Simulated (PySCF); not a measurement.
F₅Si₂, doublet, geometry from GFN2-xTB; SVWN5/STO-3G (PySCF).

Here is a job for PySCF.
```python
from pyscf import gto, scf, dft

mol = gto.Mole()
mol.atom = '''
    F     1.920713   -1.454940   -0.001591
    Si    1.291205   -0.046217   -0.455002
    F     2.178933    0.903636    0.491614
    Si   -0.897951    0.087240    0.052931
    F    -1.646588   -0.121274    1.442026
    F    -1.399089    1.521972   -0.398691
    F    -1.665696   -0.913209   -0.907916
'''
mol.basis = 'sto-3g'
mol.charge = 0
mol.spin = 1
mol.verbose = 4
mol.build()

mf = dft.UKS(mol)
mf.xc = 'lda,vwn'
mf.kernel()
```

Predict the main parts of the log of this PySCF run.


```
PySCF version 2.14.0

[INPUT] verbose = 4
[INPUT] num. atoms = 7
[INPUT] num. electrons = 73
[INPUT] charge = 0
[INPUT] spin (= nelec alpha-beta = 2S) = 1
[INPUT] symmetry False subgroup None
[INPUT] Mole.unit = angstrom
[INPUT] Symbol           X                Y                Z      unit          X                Y                Z       unit  Magmom
[INPUT]  1 F      1.920713000000  -1.454940000000  -0.001591000000 AA    3.629621533892  -2.749438127675  -0.003006554264 Bohr   0.0
[INPUT]  2 Si     1.291205000000  -0.046217000000  -0.455002000000 AA    2.440023820669  -0.087337472299  -0.859829166129 Bohr   0.0
[INPUT]  3 F      2.178933000000   0.903636000000   0.491614000000 AA    4.117586613777   1.707624556297   0.929015819002 Bohr   0.0
[INPUT]  4 Si    -0.897951000000   0.087240000000   0.052931000000 AA   -1.696881463279   0.164859707107   0.100025093499 Bohr   0.0
[INPUT]  5 F     -1.646588000000  -0.121274000000   1.442026000000 AA   -3.111600359995  -0.229174646031   2.725034204502 Bohr   0.0
[INPUT]  6 F     -1.399089000000   1.521972000000  -0.398691000000 AA   -2.643895033892   2.876110249257  -0.753416798329 Bohr   0.0
[INPUT]  7 F     -1.665696000000  -0.913209000000  -0.907916000000 AA   -3.147709246784  -1.725714904488  -1.715712584111 Bohr   0.0

nuclear repulsion = 490.8851360587
number of shells = 25
number of NR pGTOs = 129
number of NR cGTOs = 43
basis = sto-3g
ecp = {}

******** <class 'pyscf.dft.uks.UKS'> ********
method = UKS
initial guess = minao
damping factor = 0
level_shift factor = 0
DIIS = <class 'pyscf.scf.diis.CDIIS'>
diis_start_cycle = 1
diis_space = 8
diis_damp = 0
SCF conv_tol = 1e-09
SCF conv_tol_grad = None
SCF max_cycles = 50
direct_scf = True
direct_scf_tol = 1e-13
number electrons alpha = 37  beta = 36
XC library pyscf.dft.libxc version 7.1.2
    S. Lehtola, C. Steigemann, M. J. T. Oliveira, and M. A. L. Marques,  SoftwareX 7, 1–5 (2018)
XC functionals = lda,vwn
    P. A. M. Dirac,  Math. Proc. Cambridge Philos. Soc. 26, 376 (1930)
    F. Bloch,  Z. Phys. 57, 545 (1929)
    S. H. Vosko, L. Wilk, and M. Nusair,  Can. J. Phys. 58, 1200 (1980)
radial grids:
    Treutler-Ahlrichs [JCP 102, 346 (1995); DOI:10.1063/1.469408] (M4) radial grids

becke partition: Becke, JCP 88, 2547 (1988); DOI:10.1063/1.454033
pruning grids: <function nwchem_prune>
grids dens level: 3
symmetrized grids: False
atomic radii adjust function: <function treutler_atomic_radii_adjust>
small_rho_cutoff = 0
Set gradient conv threshold to 3.16228e-05
tot grids = 109672
init E= -1059.28589666367

cycle= 1 E= -1058.34983328444  delta_E= 0.936  |g|= 0.619  |ddm|= 2.48
cycle= 2 E= -1057.44028230279  delta_E= 0.91  |g|= 1.33  |ddm|= 3.08
cycle= 3 E= -1058.6814323302  delta_E= -1.24  |g|= 0.112  |ddm|= 2.09
cycle= 4 E= -1058.68554811496  delta_E= -0.00412  |g|= 0.0832  |ddm|= 0.32
cycle= 5 E= -1058.69090534087  delta_E= -0.00536  |g|= 0.0162  |ddm|= 0.152
cycle= 6 E= -1058.69109613246  delta_E= -0.000191  |g|= 0.00496  |ddm|= 0.0292
cycle= 7 E= -1058.69111393168  delta_E= -1.78e-05  |g|= 0.00169  |ddm|= 0.0128
cycle= 8 E= -1058.69111720547  delta_E= -3.27e-06  |g|= 0.000245  |ddm|= 0.00564
cycle= 9 E= -1058.6911172707  delta_E= -6.52e-08  |g|= 9.91e-05  |ddm|= 0.000852
cycle= 10 E= -1058.69111727811  delta_E= -7.42e-09  |g|= 2.49e-05  |ddm|= 0.000202
cycle= 11 E= -1058.69111727865  delta_E= -5.4e-10  |g|= 1.41e-06  |ddm|= 5.13e-05
Extra cycle  E= -1058.69111727865  delta_E= 4.32e-12  |g|= 2.5e-06  |ddm|= 8.03e-06
converged SCF energy = -1058.69111727865  <S^2> = 0.75031707  2S+1 = 2.000317
```
